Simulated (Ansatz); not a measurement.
Reaction (cleavage of the Si–Si bond): `CC[SiH](N)[SiH3]` + `[OH][Al]([OH])[Cl]` → `[OH][Al]([Cl])[O][SiH3]` + `CC[SiH2]N`

Gas-phase electronic energies from Ansatz, PBE0-D4/def2-TZVP geometries. CCSD(T)/CBS adds triple-zeta CCSD(T) − MP2 to the extrapolated MP2 energy (def2 sets, frozen cores). This one scheme is used for every species. DFT in def2-TZVPP. B3LYP here is the variant with VWN-RPA as its local correlation; programs differ in this. HSE06 is defined as in plane-wave codes. Each species was taken in one conformer, which may not be the lowest.

```json
{"level": "LDA (SPW92)", "ΔE (kJ/mol)": "-83.3", "difference from CCSD(T)/CBS": "26.8"}
{"level": "PBE-D4", "ΔE (kJ/mol)": "-80.6", "difference from CCSD(T)/CBS": "29.5"}
{"level": "revPBE-D4", "ΔE (kJ/mol)": "-78.9", "difference from CCSD(T)/CBS": "31.2"}
{"level": "BLYP-D4", "ΔE (kJ/mol)": "-100.7", "difference from CCSD(T)/CBS": "9.4"}
{"level": "r2SCAN-D4", "ΔE (kJ/mol)": "-102.8", "difference from CCSD(T)/CBS": "7.3"}
{"level": "B97M-V", "ΔE (kJ/mol)": "-107.4", "difference from CCSD(T)/CBS": "2.7"}
{"level": "PBE0-D4", "ΔE (kJ/mol)": "-91.3", "difference from CCSD(T)/CBS": "18.8"}
{"level": "B3LYP-D4", "ΔE (kJ/mol)": "-108.6", "difference from CCSD(T)/CBS": "1.5"}
{"level": "r2SCANh-D4", "ΔE (kJ/mol)": "-104.7", "difference from CCSD(T)/CBS": "5.4"}
{"level": "r2SCAN0-D4", "ΔE (kJ/mol)": "-107.5", "difference from CCSD(T)/CBS": "2.6"}
{"level": "HSE06-D4", "ΔE (kJ/mol)": "-91.1", "difference from CCSD(T)/CBS": "19.0"}
{"level": "CAM-B3LYP-D4", "ΔE (kJ/mol)": "-117.1", "difference from CCSD(T)/CBS": "-7.0"}
{"level": "ωB97X-V", "ΔE (kJ/mol)": "-107.9", "difference from CCSD(T)/CBS": "2.2"}
{"level": "ωB97M-V", "ΔE (kJ/mol)": "-112.2", "difference from CCSD(T)/CBS": "-2.1"}
{"level": "B2PLYP", "ΔE (kJ/mol)": "-116.9", "difference from CCSD(T)/CBS": "-6.8"}
{"level": "PBE-QIDH", "ΔE (kJ/mol)": "-107.4", "difference from CCSD(T)/CBS": "2.7"}
{"level": "PBE", "ΔE (kJ/mol)": "-84.1", "difference from CCSD(T)/CBS": "26.0"}
{"level": "revPBE", "ΔE (kJ/mol)": "-84.7", "difference from CCSD(T)/CBS": "25.4"}
{"level": "BLYP", "ΔE (kJ/mol)": "-107.5", "difference from CCSD(T)/CBS": "2.6"}
{"level": "r2SCAN", "ΔE (kJ/mol)": "-103.8", "difference from CCSD(T)/CBS": "6.3"}
{"level": "PBE0", "ΔE (kJ/mol)": "-94.5", "difference from CCSD(T)/CBS": "15.6"}
{"level": "B3LYP", "ΔE (kJ/mol)": "-114.2", "difference from CCSD(T)/CBS": "-4.1"}
{"level": "r2SCAN0", "ΔE (kJ/mol)": "-108.7", "difference from CCSD(T)/CBS": "1.4"}
{"level": "HSE06", "ΔE (kJ/mol)": "-94.2", "difference from CCSD(T)/CBS": "15.9"}
{"level": "CAM-B3LYP", "ΔE (kJ/mol)": "-120.5", "difference from CCSD(T)/CBS": "-10.4"}
{"level": "RPA@PBE/def2-TZVPP", "ΔE (kJ/mol)": "-112.9", "difference from CCSD(T)/CBS": "-2.8"}
{"level": "HF/def2-SVP", "ΔE (kJ/mol)": "-140.5", "difference from CCSD(T)/CBS": "-30.4"}
{"level": "MP2/def2-SVP", "ΔE (kJ/mol)": "-117.0", "difference from CCSD(T)/CBS": "-6.9"}
{"level": "CCSD/def2-SVP", "ΔE (kJ/mol)": "-115.4", "difference from CCSD(T)/CBS": "-5.3"}
{"level": "CCSD(T)/def2-SVP", "ΔE (kJ/mol)": "-111.9", "difference from CCSD(T)/CBS": "-1.8"}
{"level": "HF/def2-TZVPP", "ΔE (kJ/mol)": "-145.5", "difference from CCSD(T)/CBS": "-35.4"}
{"level": "MP2/def2-TZVPP", "ΔE (kJ/mol)": "-116.8", "difference from CCSD(T)/CBS": "-6.7"}
{"level": "SCS-MP2/def2-TZVPP", "ΔE (kJ/mol)": "-123.4", "difference from CCSD(T)/CBS": "-13.3"}
{"level": "CCSD/def2-TZVPP", "ΔE (kJ/mol)": "-115.8", "difference from CCSD(T)/CBS": "-5.7"}
{"level": "CCSD(T)/def2-TZVPP", "ΔE (kJ/mol)": "-110.7", "difference from CCSD(T)/CBS": "-0.6"}
{"level": "HF/def2-QZVPP", "ΔE (kJ/mol)": "-148.3", "difference from CCSD(T)/CBS": "-38.2"}
{"level": "MP2/def2-QZVPP", "ΔE (kJ/mol)": "-117.4", "difference from CCSD(T)/CBS": "-7.3"}
{"level": "SCS-MP2/def2-QZVPP", "ΔE (kJ/mol)": "-123.8", "difference from CCSD(T)/CBS": "-13.7"}
{"level": "HF/CBS(def2)", "ΔE (kJ/mol)": "-148.6", "difference from CCSD(T)/CBS": "-38.5"}
{"level": "CCSD/CBS(def2)", "ΔE (kJ/mol)": "-115.2", "difference from CCSD(T)/CBS": "-5.1"}
{"level": "CCSD(T)/CBS", "ΔE (kJ/mol)": "-110.1", "difference from CCSD(T)/CBS": "0"}
```

Largest T1 diagnostic among the species: 0.011.

Leaving LDA and LC-ωPBE aside and taking each functional with its dispersion term where it has one, the values, not all of them listed here, spread over 43.5 kJ/mol, from BHLYP-D4 to revPBE-D4. The D4 term adds +5.6 kJ/mol with B3LYP and +3.2 kJ/mol with PBE0; it sums over pairs of atoms, weighted by their polarisabilities, and B3LYP, whose exchange is more repulsive, gets the larger term. From PBE to PBE0 (25 % exact exchange), in def2-TZVPP and without D4, ΔE moves by −10.4 kJ/mol.
